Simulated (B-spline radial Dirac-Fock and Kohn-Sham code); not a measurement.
**4d5/2 photoionisation of Ho⁴⁺ near threshold**

System: Ho⁴⁺, [Xe] 4f9. The computed 4d5/2 threshold is 228.7 eV; without correlation, outer thresholds are uncertain by 1 to 2 eV. With an open shell the threshold is an average over the terms of the final ion.

Model: the independent-particle Dirac-Slater model, thresholds from Dirac-Fock. Program: a radial finite-basis atomic code. Interchannel coupling and autoionising resonances are not included, so magnitudes near threshold are approximate.

```tsv
kinetic energy (eV)	σ (Mb)	β
1.5	0.239	0.25
2.3	0.236	0.28
3.7	0.232	0.30
5.7	0.226	0.29
9.0	0.220	0.21
14.0	0.214	0.00
21.9	0.213	-0.38
34.2	0.226	-0.81
53.5	0.264	-1.00
83.7	0.333	-0.78
130.9	0.418	-0.28
204.6	0.468	0.25
319.9	0.439	0.68
```

The cross section has a minimum of 0.21 Mb near 18 eV kinetic energy, a Cooper minimum, where a dipole matrix element changes sign; it needs a radial node in the bound orbital. Its largest value, 0.468 Mb, lies 205 eV above threshold. β ranges from -1.00 (at 53.5 eV) to 0.86.

Run: 6.7 s of CPU time on 1 thread of Neoverse-V1 (shared host), peak memory 0.40 GiB.
